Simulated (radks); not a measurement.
The bromine ion Br7+, configuration [Ar] 3d10 (the NIST ground configuration). Calculated with a radial shooting solver on a logarithmic mesh with Libxc functionals: non-relativistic Kohn-Sham, r2SCAN, spin-polarised, spherical densities, point nucleus; meta-GGA in the generalised Kohn-Sham scheme. Some entries of the table are withheld. Estimate them.

| orbital | occ. | eigenvalue (eV) | <1/r> (bohr^-1) |
|---|---|---|---|
| 1s | 2 | -13235.04 | 34.49 |
| 2s | 2 | -1806.248 | 7.664 |
| 2p | 6 | (1) | 7.628 |
| 3s | 2 | -344.7077 | 2.539 |
| 3p | 6 | (2) | 2.426 |
| 3d | 10 | -178.0148 | 2.191 |

Answer. 
(1) 2p eigenvalue (eV): -1637.117
(2) 3p eigenvalue (eV): -284.6613
